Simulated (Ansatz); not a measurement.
Isolated molecules relaxed with PBE0-D4/def2-TZVP in Ansatz; ΔE leaves out vibrations. CBS: MP2 limit from def2 TZ/QZ plus the TZ coupled-cluster correction, frozen cores. This one scheme is used for every species. DFT in def2-TZVPP. Each species was taken in one conformer, which may not be the lowest.

Consider the cleavage of the Si–Si bond: `C[SiH2][SiH]1C=N1` + CH₃OH → `CO[SiH]1C=N1` + `C[SiH3]`.

`C[SiH2][SiH]1C=N1`:

Z-matrix (Å, degrees):
```
C
Si 1 1.875
H 1 1.092 2 110.6
H 1 1.093 2 110.5 3 -120.0
H 1 1.092 2 110.9 3 120.0
Si 2 2.325 1 112.1 3 -59.3
H 2 1.490 1 110.2 3 179.8
H 2 1.488 1 111.0 3 59.8
N 6 1.823 2 117.2 1 77.9
C 6 1.795 2 122.2 1 125.0
H 6 1.485 2 119.0 1 -66.7
H 10 1.091 6 159.4 2 85.4
```

CH₃OH:

```xyz
6

C     0.047    0.352    0.020
O    -0.309   -0.876   -0.571
H    -0.134    1.129   -0.723
H     1.108    0.390    0.300
H    -0.557    0.581    0.907
H    -0.155   -1.577    0.066
```

`CO[SiH]1C=N1`:

Z-matrix (Å, degrees):
```
C
O 1 1.412
H 1 1.096 2 112.0
H 1 1.091 2 108.6 3 119.9
H 1 1.093 2 110.0 3 -121.0
Si 2 1.624 1 125.1 3 21.9
N 6 1.767 2 120.7 1 118.7
C 6 1.756 2 122.0 1 169.5
H 6 1.474 2 110.6 1 -26.5
H 8 1.092 6 163.2 2 71.2
```

`C[SiH3]`:

Cartesian coordinates in Å:
```
C 0.191 -0.868 -0.431
Si -0.171 0.776 0.386
H 0.720 -1.533 0.255
H 0.812 -0.731 -1.319
H -0.735 -1.361 -0.736
H -1.015 0.588 1.596
H -0.894 1.680 -0.550
H 1.091 1.448 0.799
```

```
             level  ΔE (kJ/mol)  difference from CCSD(T)/CBS
         r2SCAN-D4        -83.6                          4.5
           PBE0-D4        -73.5                         14.6
           ωB97M-V        -96.1                         -8.0
            B2PLYP        -94.4                         -6.3
               PBE        -65.6                         22.5
              PBE0        -75.2                         12.9
   CCSD/def2-TZVPP        -94.6                         -6.5
     HF/def2-QZVPP       -122.9                        -34.8
SCS-MP2/def2-QZVPP        -99.3                        -11.2
    CCSD/CBS(def2)        -93.7                         -5.6
       CCSD(T)/CBS        -88.1                            0
```

Largest T1 diagnostic among the species: 0.016.

From PBE to PBE0 (25 % exact exchange), in def2-TZVPP and without D4, ΔE moves by −9.6 kJ/mol. In def2-TZVPP, CCSD(T) changes the Hartree–Fock value by +32.2 kJ/mol (the triples alone add +5.6 kJ/mol) and MP2 by +26.6 kJ/mol.
